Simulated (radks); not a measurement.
Values are calculated unless marked as measured or tabulated.
Problem. These are the eigenvalues of the occupied orbitals of an atom or ion with whole-number occupations (eV). Level of theory: scalar-relativistic Kohn-Sham, PBE, spin-unpolarised, spherical densities, finite nucleus; Fermi nuclear charge, rms radius of each element as measured or else 0.836 A^(1/3) + 0.57 fm (a radial shooting solver on a logarithmic mesh with Libxc functionals).

orbital  eigenvalue
1s        -14169.63
2s        -1875.615
2p        -1659.651
3s        -275.0561
3p        -206.2797
3d         -92.4779
4s         -33.1581
4p         -18.7255
6f          -0.2853

Which element is it, and in what charge state? The configuration may be excited.

Solution. Z = 36, krypton, charge 0: Kr in [Ar] 3d10 4s2 4p5 6f1. The list shows which subshells hold electrons but not how many an open one holds; the 1s level, -520.72 hartree, gives Z - s = 32.3 by -(Z - s)^2/2, which with screening and relativity narrows Z to a few neighbours, and the depths of the outer levels then fix element, charge and occupations together.
